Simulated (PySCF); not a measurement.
CaCl from Hartree–Fock to correlated methods

State: ²Σ⁺ (doublet), unpaired electrons σ ↑. Set-up: basis Ca def2-SVP, Cl def2-SVP; no relativity; PySCF 2.14. De refers to Ca + Cl in their high-spin ground configurations, without counterpoise correction. The functionals are run spin-unrestricted. A positive dipole means Ca(−)Cl(+).

```csv
Level,Re (Å),ωe (cm⁻¹),De (eV),μ (D),"CPU s a point (SCF and correlation, without the integrals)"
UHF,2.496,370,3.65,-4.71,0.091
UHF-MP2,2.471,372,3.85,n/a,0.14
UHF-SCS-MP2,2.477,371,3.70,n/a,n/a
UHF-CCSD,2.476,371,3.59,n/a,n/a
UHF-CCSD(T),2.475,370,3.62,n/a,1.8
LDA,2.374,408,4.96,-3.87,0.24
PBE,2.415,388,4.51,-3.90,0.47
revPBE,2.430,379,4.39,-3.90,0.35
PW91,2.411,390,4.58,-3.89,0.52
r²SCAN,2.425,390,4.75,-4.27,0.64
PBE0,2.422,389,4.41,-4.17,0.76
HSE06,2.422,389,4.41,-4.21,0.84
```

The bond length runs from 2.374 Å (LDA) to 2.496 Å (UHF). De spans 3.59 eV (UHF-CCSD, coupled cluster) to 4.96 eV (LDA, local density). Correlation at CCSD(T) changes the Hartree–Fock bond energy by -0.03 eV; the triples alone change it by +0.03 eV.

Correlated steps freeze 10 core orbitals. Correlated levels converge slowly with the basis: in double zeta they bind strong bonds too weakly, by up to about 1 eV, and carry superposition errors of some tenths. The state was picked by a PBE0 search and need not be the measured ground state.

The whole job (state search and all levels along the bond) took about 1.4 min on 1 thread of Intel Xeon Platinum 8488C (shared host), peak memory 0.47 GiB.
